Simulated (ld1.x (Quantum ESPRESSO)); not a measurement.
## Te: one change to a TM potential, before and after

Te (Z = 52), norm-conserving Troullier–Martins (Kleinman–Bylander form), made with ld1.x (Quantum ESPRESSO) 7.5 (LDA (PZ), fully relativistic). Core [Kr] 4d10, reference 5s2 5p4. Waves: 5p (bound): rc 2.40 bohr; 5s (bound): rc 1.80 bohr. Local part: the s channel. Core correction: a·sin(br)/r model core inside 1.25 bohr.

Open shells are filled in proportion to 2j + 1 (rel_dist='average').

All-electron outer shells of the reference configuration (LDA (PZ), scalar-relativistic, ld1.x):

| shell | level (eV) | outermost node (bohr) | outermost maximum (bohr) |
| --- | --- | --- | --- |
| 4p | -114.19 | 0.38 | 0.74 |
| 4d | -41.70 | 0.36 | 0.81 |
| 5s | -15.36 | 0.91 | 1.77 |
| 5p | -6.12 | 1.00 | 2.17 |

Change: core correction a·sin(br)/r model core inside 2.10 bohr.

Cutoffs: the cutoffs (Ry, on a coarse ladder) from which the occupation-weighted sum of valence levels, in a spherical-Bessel basis at the reference potential, stays within 10 and 1 mRy of its value at 400 Ry; they do not see the model core or the augmentation charge, which bear on the density cutoff. Errors are all-electron minus pseudo energies relative to the spin-unpolarised reference configuration.

Task: How do hardness, ghosts and transferability respond?

Result: The potential gets neither clearly harder nor softer (30 Ry and 40 Ry → 30 Ry and 40 Ry); of the 7 tests that both files solve, the error grows in 0 and shrinks in 6 by more than 15 % and 0.3 meV (median size 13.6 → 0.6 meV); neither file shows a bound ghost. A wider model core is smoother and lowers the density cutoff, which this test does not measure.

```csv
quantity,base,changed
"cutoff, loose",30 Ry,30 Ry
"cutoff, tight",40 Ry,40 Ry
bound ghosts,none,none
"error for 5s2 5p3, meV [ΔE 9.94 eV]",-1.6,-0.6
"error for 5s2 5p2, meV [ΔE 28.14 eV]",-16,-7.1
"error for 5s2 5p1, meV [ΔE 55.40 eV]",-69,-30
"error for 5s1 5p5, meV [ΔE 9.32 eV]",-7.0,+0.6
"error for 5s2 5p4.3, meV [ΔE -1.52 eV]",0.0,0.0
"error for 5s1 5p4, meV [ΔE 19.83 eV]",-14,+0.1
"error for 5s2 5p0, meV [ΔE 92.34 eV]",-208,-87
s: phases at 2.60 bohr within 0.05 rad from the reference energy up to (Ry; the scan ends near 5),2.2,2.2
p1/2: phases at 2.60 bohr within 0.05 rad from the reference energy up to (Ry; the scan ends near 5),3.5,3.5
p3/2: phases at 2.60 bohr within 0.05 rad from the reference energy up to (Ry; the scan ends near 5),3.3,3.3
```
